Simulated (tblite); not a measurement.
Compound: C6H10O.
Numbering: `[CH2:1]=[C:2]1[CH2:3][CH:4]([CH2:5][OH:6])[CH2:7]1` (hydrogens: H8, H9 on C1; H10, H11 on C3; H12 on C4; H13, H14 on C5; H15 on O6; H16, H17 on C7)

The geometry is computed with GFN2-xTB (gas phase).

(1) What internal coordinates does the optimisation give?

## Answers

(1) 
| bond | length (bohr) | order |
| --- | --- | --- |
| C1=C2 | 2.487 | double |
| C2–C3, C2–C7 | 2.845 | single |
| C3–C4, C4–C7 | 2.918 | single |
| C4–C5 | 2.880 | single |
| C5–O6 | 2.661 | single |
| C1–H8, C1–H9 | 2.036 | single |
| C3–H10, C7–H17 | 2.058 | single |
| C3–H11, C7–H16 | 2.061 | single |
| C4–H12 | 2.063 | single |
| C5–H13, C5–H14 | 2.074 | single |
| O6–H15 | 1.821 | single |

Bonds in one row agree within 0.02 bohr and their mean is given. Orders are formal, as drawn. A selection of angles:
| angle | degrees |
| --- | --- |
| C2–C1–H8 | 121.6 |
| H8–C1–H9 | 116.7 |
| C1–C2–C3 | 133.7 |
| C3–C2–C7 | 92.6 |
| C2–C3–C4 | 88.7 |
| C2–C3–H10 | 115.0 |
| C2–C3–H11 | 113.4 |
| C4–C3–H10 | 115.9 |
| C4–C3–H11 | 114.3 |
| H10–C3–H11 | 108.6 |
| C3–C4–C5 | 115.9 |
| C3–C4–C7 | 89.6 |
| C3–C4–H12 | 112.8 |
| C5–C4–H12 | 108.9 |
| C4–C5–O6 | 112.8 |
| C4–C5–H13 | 109.6 |
| O6–C5–H13 | 110.5 |
| O6–C5–H14 | 105.5 |
| H13–C5–H14 | 108.3 |
| C5–O6–H15 | 108.4 |

Torsions: C1–C2–C3–C4 -175° (antiperiplanar); C2–C3–C4–C5 -122° (anticlinal); C3–C4–C5–O6 -78° (synclinal); C3–C4–C7–C2 4° (synperiplanar); C1–C2–C7–C4 175° (antiperiplanar); H15–O6–C5–C4 55° (synclinal). The mirror-image conformer, all signs reversed, is as good.

The 4-membered ring C2–C3–C4–C7 has internal angles of 88.7° to 92.6°; it is almost planar, 0.03 Å rms from its mean plane, widest ring torsion 4°. Of the pairs four or more bonds apart, C3···H15 is among the closest relative to their van der Waals radii: 2.87 Å, 99 % of the sum of Bondi's values. The 6 C–C bonds span 1.316 Å (C1=C2, drawn double) to 1.546 Å (C3–C4, drawn single), a spread of 0.230 Å.

Point group: C1 (no symmetry element, even within 0.4 Å). Its GFN2-xTB frequencies are all real (lowest 44 cm⁻¹). One conformer, not necessarily the lowest (C3–C4–C5–O6 -78°, C4–C5–O6–H 55°). 2 starts were optimised and ended at 0.00 and 0.29 kcal/mol (GFN2-xTB); the lowest of these is shown.
